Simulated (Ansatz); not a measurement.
Ideal-gas functions of CH3F2InS, SMILES `C[S][In]([F])[F]` at 800 K and 1 bar, from an Ansatz frequency run at PBE0-D4/def2-TZVP.

Molar mass 199.92 g/mol, point group Cs (symmetry number 1), electronic degeneracy 1, moments of inertia 121.675, 330.136, 448.606 u Å². Harmonic wavenumbers (cm⁻¹, unscaled): 52, 64, 88, 136, 139, 182, 374, 594, 610, 711, 974, 985, 1356, 1466, 1472, 3077, 3167, 3180.

Use S(trans) = R[1.5 ln M + 2.5 ln T − 1.1517]; rotational temperatures θ = 24.2544 K / I; S(rot) = R[ln(√π/σ · √(T³/θAθBθC)) + 1.5]; for each mode x = 1.438777 ν̃/T, S = R[x/(eˣ − 1) − ln(1 − e⁻ˣ)] and H = RT x/(eˣ − 1); 1 cm⁻¹ = 0.0119627 kJ/mol; R = 8.31446 J/(mol·K).

Question: By hand: the entropy, in J/(mol·K).

Answer: Translation 195.4. Rotation: θ = 0.1993, 0.0735, 0.0541 K, giving 130.3. Vibration, mode by mode: 28.02, 26.29, 23.65, 20.04, 19.86, 17.64, 11.77, 8.15, 7.95, 6.81, 4.64, 4.57, 2.70, 2.31, 2.29, 0.22, 0.19, 0.18, in all 187.3. Electronic 0.0. Sum 513.0 J/(mol·K).

Question: By hand: H − E and G − E in kJ/mol, counted from the electronic energy.

Answer: Zero-point energy ½ × 18627 × 0.0119627 = 111.4; thermal vibration 60.9; translation, rotation and pV give 4 RT = 26.6. H − E = 198.9 kJ/mol, and G − E = 198.9 − 800 × 513.0/1000 = -211.5 kJ/mol.

Vibration gives 37 % of the entropy, 117.9 J/(mol·K) of it from the modes under 150 cm⁻¹: soft modes count most, and the harmonic formula is weakest for them. The sum counts one conformer and one mirror image; others add a mixing term.
